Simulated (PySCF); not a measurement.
# Electric field gradients and quadrupole coupling constants

Species: C11H7FO.
Bonds: O1–C2 (double), C2–F3, C2–C4, C4–C5 (aromatic), C5–C6 (aromatic), C6–C7 (aromatic), C7–C8 (aromatic), C8–C9 (aromatic), C9–C10 (aromatic), C10–C11 (aromatic), C11–C12 (aromatic), C12–C13 (aromatic), C4–C13 (aromatic), C8–C13 (aromatic). Hydrogens: H14 on C5; H15 on C6; H16 on C7; H17 on C9; H18 on C10; H19 on C11; H20 on C12.

Field gradients from the PBE0/pcSseg-1 density (PySCF, non-relativistic), principal values in atomic units, ordered |Vxx| ≤ |Vyy| ≤ |Vzz|:

```json
{"atom": "O1", "Vxx": "0.5587", "Vyy": "1.0304", "Vzz": "-1.5892"}
```

Find the asymmetry η = (Vxx − Vyy)/Vzz and the couplings χ = eQV/h (234.96 MHz × Q in barn × V in au), with Q(17O) = −0.0256 b.

```
atom      environment  nucleus     η  χzz (MHz)  χxx (MHz)  χyy (MHz)
  O1  carbonyl oxygen      17O  0.30       9.56      -3.36      -6.20
```

What is Vzz at O1 in SI units (1 au = 9.71736 × 10²¹ V/m²)?

-1.5892 au = -15.443 × 10²¹ V/m².

And the gradient at the other heavy atoms, for which no coupling is worked out here?

```csv
atom,environment,Vzz (au),η
C2,acyl halide carbon,-0.492,0.29
F3,acyl fluorine,2.529,0.33
C4,substituted aromatic carbon,-0.183,0.84
C5,aromatic CH carbon,0.397,0.03
C6,aromatic CH carbon,0.300,0.20
C7,aromatic CH carbon,0.371,0.26
C8,ring-fusion aromatic carbon,0.306,0.11
C9,aromatic CH carbon,0.302,0.36
C10,aromatic CH carbon,0.328,0.20
C11,aromatic CH carbon,0.344,0.19
C12,aromatic CH carbon,0.342,0.33
C13,ring-fusion aromatic carbon,0.304,0.26
```

What couplings would deuterons (Q(2H) = 0.00286 b) have in place of the hydrogens, at this geometry?

```csv
atom,bonded to,bond length (Å),Vzz (au),η,χzz (kHz)
H14,C5,1.090,0.3004,0.05,202
H15,C6,1.092,0.3037,0.07,204
H16,C7,1.093,0.2998,0.06,201
H17,C9,1.093,0.3020,0.08,203
H18,C10,1.092,0.3035,0.06,204
H19,C11,1.093,0.3022,0.06,203
H20,C12,1.088,0.2957,0.06,199
```

The structure is a single PBE0-D3(BJ)/def2-SVP conformer in the gas phase; no vibrational or solvent corrections. The basis is small and wasn't made for field gradients, so the couplings can be 20 % off.

Shape of the structure used: `[O:1]=[C:2]([F:3])[c:4]1[cH:5][cH:6][cH:7][c:8]2[cH:9][cH:10][cH:11][cH:12][c:13]12`: O1–C2–C4–C5 -179°.
